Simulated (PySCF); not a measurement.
## Correlation energy of Be (beryllium, neutral)

[He] 2s1 3s1, high-spin 3S determinant (an excited configuration). Calculation: PySCF 2.14, in dyall-acv3z (15s9p4d2f, 76 functions); the non-relativistic Hamiltonian (point nucleus). Frozen: 1s2; 2 electrons correlated; the 10 highest virtual orbitals of each spin left out.

With two correlated electrons CCSD is exact within the correlated space (frozen core and kept virtual orbitals).

```
level  correlation energy (mhartree)
 CCSD                          -5.05
```

Diagnostics: T1 = 0.018, D1 = 0.0358, largest double amplitude 0.063.

The outer electron is Rydberg-like, and this basis confines it to a smaller radius and binds it less than a complete one would.

Cost of the coupled-cluster step: of the order of 1.5 core-seconds, for 2 correlated electrons.

Iterations:

```
CC2 = 0
CCSD nocc = (np.int64(2), np.int64(0)), nmo = (65, 65)
frozen orbitals [[0, 66, 67, 68, 69, 70, 71, 72, 73, 74, 75], [0, 66, 67, 68, 69, 70, 71, 72, 73, 74, 75]]
max_cycle = 100
direct = 0
conv_tol = 1e-08
conv_tol_normt = 1e-06
diis_space = 8
diis_start_cycle = 0
Init t2, MP2 energy = -0.0019827791718884
Init E_corr(UCCSD) = -0.00198277917193837
cycle = 1  E_corr(UCCSD) = -0.00303026512156515  dE = -0.00104748595  norm(t1,t2) = 0.0334727
cycle = 2  E_corr(UCCSD) = -0.00368465047496179  dE = -0.000654385353  norm(t1,t2) = 0.0229595
cycle = 3  E_corr(UCCSD) = -0.00506539816956465  dE = -0.00138074769  norm(t1,t2) = 0.0159118
cycle = 4  E_corr(UCCSD) = -0.00504569998230238  dE = 1.96981873e-05  norm(t1,t2) = 0.00104224
cycle = 5  E_corr(UCCSD) = -0.0050600507761081  dE = -1.43507938e-05  norm(t1,t2) = 0.000272543
cycle = 6  E_corr(UCCSD) = -0.00505169751532056  dE = 8.35326079e-06  norm(t1,t2) = 0.000126867
cycle = 7  E_corr(UCCSD) = -0.00505416624772685  dE = -2.46873241e-06  norm(t1,t2) = 3.00436e-05
cycle = 8  E_corr(UCCSD) = -0.0050536627760059  dE = 5.03471721e-07  norm(t1,t2) = 6.83438e-06
cycle = 9  E_corr(UCCSD) = -0.0050537070876815  dE = -4.43116756e-08  norm(t1,t2) = 1.38397e-06
cycle = 10  E_corr(UCCSD) = -0.00505373649035543  dE = -2.94026739e-08  norm(t1,t2) = 5.59268e-07
cycle = 11  E_corr(UCCSD) = -0.00505374319946874  dE = -6.70911331e-09  norm(t1,t2) = 1.006e-07
UCCSD converged
E(UCCSD) = -14.38244542668498  E_corr = -0.00505374319946874
```
